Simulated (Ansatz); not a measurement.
Geometry optimisation, RKS PBE-D4/def2-SVP (Ansatz 0.2.0).

Input file:

```yaml
crystal:
  periodic: [false, false, false]
  atoms:
    - { symbol: Si, position_ang: [0.1669, 0.4481, -0.0558] }
    - { symbol: H, position_ang: [-0.1367, -0.4786, -1.6631] }
    - { symbol: H, position_ang: [1.5344, 0.3409, -0.5039] }
    - { symbol: H, position_ang: [-1.1499, 0.9639, -0.3776] }
    - { symbol: O, position_ang: [0.553, 1.0221, 1.4047] }
    - { symbol: H, position_ang: [-0.3966, -1.3844, -1.4142] }
    - { symbol: Br, position_ang: [-0.5733, -2.0985, 0.4431] }
    - { symbol: H, position_ang: [0.0023, 1.1865, 2.1668] }
basis:
  gaussian: { orbitals: def2-SVP }
hamiltonian:
  xc: pbe
  dispersion: d4
relax:
  f_tol: 0.15
  max_steps: 25
  restrain:
    - { distance: [0, 6], at: 3.61, k: 30.0 }
    - { distance: [5, 1], at: 1.92, k: 30.0 }
    - { distance: [0, 1], at: 1.42, k: 30.0 }
    - { distance: [5, 6], at: 1.51, k: 30.0 }
```

Command:

```bash
$ ansatz run input.yaml --threads 2 --pin off --max-ram 3072MiB --backend cpu --events-out ev --progress --plain --runs-dir out
```

Task: Where does it end, and by what steps?

Result: It converged. The restraints hold the end off the free minimum. After 17 steps the energy has fallen by 1.365 eV (the restraints' own energy left out); H8 moved furthest, 1.52 Å. Parted: Si1–Br7. Joined: Si1–H2, H6–Br7.

| step | energy less start (eV) | largest force component (eV/Å) | accepted |
| --- | --- | --- | --- |
| 0 | 0.0000 | 2.657 | yes |
| 1 | 0.9910 | 2.060 | yes |
| 2 | 1.2913 | 1.933 | yes |
| 3 | 1.1367 | 2.026 | yes |
| 4 | 0.5294 | 1.625 | yes |
| 5 | 0.0053 | 1.663 | yes |
| 6 | -0.5112 | 1.778 | yes |
| 7 | -0.9145 | 1.644 | yes |
| 8 | -1.1172 | 1.268 | yes |
| 9 | -1.1675 | 1.086 | yes |
| 10 | -1.2040 | 1.084 | yes |
| 11 | -1.2394 | 1.257 | yes |
| 12 | -1.0933 | 2.569 | no |
| 13 | -1.2706 | 1.113 | yes |
| 14 | -1.2978 | 1.125 | yes |
| 15 | -1.3269 | 1.156 | yes |
| 16 | -1.3529 | 1.195 | yes |
| 17 | -1.3645 | 0.990 | yes |

```xyz
8
Properties=species:S:1:pos:R:3
Si 0.383 0.818 -0.374
H 0.520 -0.374 -1.199
H 1.433 1.788 -0.799
H -0.979 1.380 -0.666
O 0.640 0.476 1.243
H -0.638 -1.736 -0.499
Br -1.403 -2.131 0.709
H 0.044 -0.221 1.584
```

Whether the end is a true minimum wasn't checked by a vibrational analysis.

The run took 26 s on 2 threads of Arm Neoverse V2 (shared host), peak memory 0.12 GiB.
